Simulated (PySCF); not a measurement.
**From a log to its input**

A PySCF 2.14 run on the atoms Br 0.2207 0 -0.1826; O -1.178 0 0.8549; H 1.4198 0 0.7334 (angstrom) printed this (some set-up lines and the per-cycle HOMO/LUMO lines with their warnings removed):

```
PySCF version 2.14.0


nuclear repulsion = 98.9845278463963
number of shells = 14
number of NR pGTOs = 110
number of NR cGTOs = 46
basis = cc-pvdz
ecp = {}

******** <class 'pyscf.scf.hf.RHF'> ********
method = RHF
initial guess = minao
damping factor = 0
level_shift factor = 0
DIIS = <class 'pyscf.scf.diis.CDIIS'>
SCF conv_tol = 1e-09
SCF max_cycles = 50
Initial guess from minao.
init E= -2646.6478506597
cycle= 1 E= -2647.51493633381  delta_E= -0.867  |g|= 0.702  |ddm|= 1.66
cycle= 2 E= -2647.57132992257  delta_E= -0.0564  |g|= 0.618  |ddm|= 1.03
cycle= 3 E= -2647.65037011375  delta_E= -0.079  |g|= 0.0563  |ddm|= 0.462
cycle= 4 E= -2647.65240974813  delta_E= -0.00204  |g|= 0.0237  |ddm|= 0.0808
cycle= 5 E= -2647.65287935835  delta_E= -0.00047  |g|= 0.00816  |ddm|= 0.049
cycle= 6 E= -2647.65295482352  delta_E= -7.55e-05  |g|= 0.00248  |ddm|= 0.0238
cycle= 7 E= -2647.65296131475  delta_E= -6.49e-06  |g|= 0.000507  |ddm|= 0.00811
cycle= 8 E= -2647.65296149287  delta_E= -1.78e-07  |g|= 0.000126  |ddm|= 0.00123
cycle= 9 E= -2647.65296150751  delta_E= -1.46e-08  |g|= 6.38e-05  |ddm|= 0.000264
cycle= 10 E= -2647.6529615135  delta_E= -5.99e-09  |g|= 3.67e-05  |ddm|= 0.000183
cycle= 11 E= -2647.65296151652  delta_E= -3.01e-09  |g|= 1.56e-05  |ddm|= 0.000177
cycle= 12 E= -2647.65296151704  delta_E= -5.29e-10  |g|= 4.4e-06  |ddm|= 0.0001
Extra cycle  E= -2647.65296151706  delta_E= -1.27e-11  |g|= 2.43e-06  |ddm|= 5.26e-06
converged SCF energy = -2647.65296151706

******** <class 'pyscf.mp.mp2.RMP2'> ********
nocc = 12, nmo = 36
frozen orbitals 10
E(RMP2) = -2647.97454181722  E_corr = -0.321580300161856
E(SCS-RMP2) = -2647.96411929934  E_corr = -0.311157782284096
E_corr(same-spin) = -0.0862368206655366
E_corr(oppo-spin) = -0.23534347949632
Dipole moment(X, Y, Z, Debye):  3.96197, -0.00000, -1.54011
orbital energies (hartree): [-0.524  -0.4343 -0.3948  0.0824  0.1463  0.4566]
```

Write the input that gave this log.

The input was:

```python
from pyscf import gto, scf, mp

mol = gto.M(
    atom='Br 0.2207 0 -0.1826; O -1.178 0 0.8549; H 1.4198 0 0.7334',
    basis='cc-pvdz',
    charge=0,
    spin=0,
    verbose=4,
)
mf = scf.RHF(mol)
mf.kernel()
mp.MP2(mf, frozen=10).kernel()
mf.dip_moment()
print('orbital energies (hartree):', mf.mo_energy[..., max(0, mol.nelec[1]-3):mol.nelec[0]+3].round(4))
```
